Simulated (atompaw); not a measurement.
# calcium: one change to a PAW (atompaw) potential, before and after

| Quantity | Value |
| --- | --- |
| Element | Ca |
| Generator | atompaw 4.2.0.5 |
| Type | PAW |
| Functional | PBE |
| Relativity | scalar-relativistic |
| Frozen core | [Ar] |
| Valence charge | 2 |
| Reference configuration | 3d0 4s1.5 4p0.5 |
| Partial waves | 4s (bound): rc 3.00 bohr; 4s channel at 0.75 Ry: rc 3.00 bohr; 4p (bound): rc 3.00 bohr; 4p channel at 0.55 Ry: rc 3.00 bohr; 3d (bound, empty): rc 3.00 bohr; 3d channel at 1.05 Ry: rc 3.00 bohr; 4f channel at 0.05 Ry: rc 3.00 bohr; 4f channel at 2.7 Ry: rc 3.00 bohr |
| Local potential | bessel scheme, radius 2.55 bohr |
| Core correction | smooth core density matched at 2.85 bohr |
| Augmentation charge | besselshape compensation charge, radius 2.30 bohr; PAW radius 3.00 bohr; waves and projectors: custom polynom2 7 10 vanderbiltortho |

Change: local potential vpsmatchnc scheme with l = 4 at 0 Ry, radius 2.55 bohr.

Cutoffs: the cutoffs (Ry, on a coarse ladder) from which the occupation-weighted sum of valence levels, in a spherical-Bessel basis at the reference potential, stays within 10 and 1 mRy of its value at 400 Ry; they do not see the model core or the augmentation charge, which bear on the density cutoff.

Task: What does the change do?

Result: Both files are so soft that the ladder of cutoffs tells neither apart; a bound ghost appears in s, which as a rule spoils a file; the range in which the s phases agree widens (upper end 2.4 → 3.4); the range in which the p phases agree widens (upper end 0.8 → 3.5). A state that the projectors do not describe sees the local part alone, so a deeper or shallower local part can create or remove a ghost.

```csv
quantity,base,changed
"cutoff, loose",6 Ry,6 Ry
"cutoff, tight",6 Ry,6 Ry
bound ghosts,none,s
s: phases at 3.02 bohr within 0.05 rad from the reference energy up to (Ry; the scan ends near 5),2.4,3.4
p: phases at 3.02 bohr within 0.05 rad from the reference energy up to (Ry; the scan ends near 5),0.8,3.5
d: phases at 3.02 bohr within 0.05 rad from the reference energy up to (Ry; the scan ends near 5),1.4,1.5
f: phases at 3.02 bohr within 0.05 rad from the reference energy up to (Ry; the scan ends near 5),4.6,4.8
lowest overlap eigenvalue by channel,"s 0.63, p 0.99, d 1.00, f 0.93","s 0.57, p 0.99, d 1.00, f 0.94"
```

Base: The cutoffs count occupied waves only; the empty 3d level needs 10 Ry at the loose tolerance. Changed file: The cutoffs count occupied waves only; the empty 3d level needs 10 Ry at the loose tolerance. A true bound ghost makes a file unfit for plane-wave use even where its test errors are small: the radial tests pick states by their node count and pass the ghost by. The cutoffs see the waves, projectors and local potential, not the compensation charge or the core.
